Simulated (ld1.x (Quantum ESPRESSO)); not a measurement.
Plane-wave convergence, TM potential for praseodymium (Pr)

ld1.x (Quantum ESPRESSO) 7.5 input, shortened:

```
&input
   title='Pr', zed=59., rel=1, dft='PBESOL', iswitch=3,
   config='[Xe] 4f3 5d0 6s1.5 6p0.5'
 /
 &inputp
   pseudotype=2, tm=.true., lloc=0,
   nlcc=.false.
 /
4
5P  2  1   6.00   0.00  2.95  2.95  0.0
5D  3  2   0.00   0.00  2.60  2.60  0.0
4F  4  3   3.00   0.00  1.00  1.00  0.0
5S  1  0   2.00   0.00  1.95  1.95  0.0
 &test
   configts(1)='4f3 5s2 5p6 5d0 6s1.5 6p0.5'
 /
```

Occupied shells without a wave of their own: 6p, 6s. They enter only through the test configuration that unscreens the potential.

The pseudo-atom Hamiltonian at the reference potential is diagonalised in spherical Bessel functions j_l(qr) that vanish at 20 bohr, with q² up to the cutoff. All-electron valence levels (Ry): 5p -1.6227, 6p -0.1117, 5d -0.1830, 4f -0.1368, 5s -2.9148, 6s -0.2801.

Question: How do the lowest levels (Ry) of each channel move with the cutoff, and are there ghosts?

Answer:

```
cutoff (Ry)     p #1     p #2     d #1    d #2     f #1     s #1     s #2     s #3  Σ f·Δε (mRy)
          8  -1.5986  -0.1105  -0.1674  0.0314   0.0763  -2.7323  -0.2749  -0.0103        1180.5
         25  -1.6228  -0.1134  -0.1830  0.0297   0.0762  -2.9027  -0.2940  -0.0138         664.2
         50  -1.6228  -0.1135  -0.1830  0.0297   0.0762  -2.9143  -0.2948  -0.0139         639.6
        100  -1.6228  -0.1135  -0.1830  0.0297   0.0762  -2.9148  -0.2948  -0.0140         638.4
        180  -1.6228  -0.1135  -0.1830  0.0297   0.0332  -2.9148  -0.2948  -0.0140         509.4
        400  -1.6228  -0.1135  -0.1830  0.0297  -0.1366  -2.9148  -0.2948  -0.0140           0.0
```

Result: no extra level below or beside the all-electron valence levels (p, d, f, s tested); 10 mRy is reached at 300 Ry and 1 mRy at over 300 Ry.

Its largest configuration-test error is -568 meV.
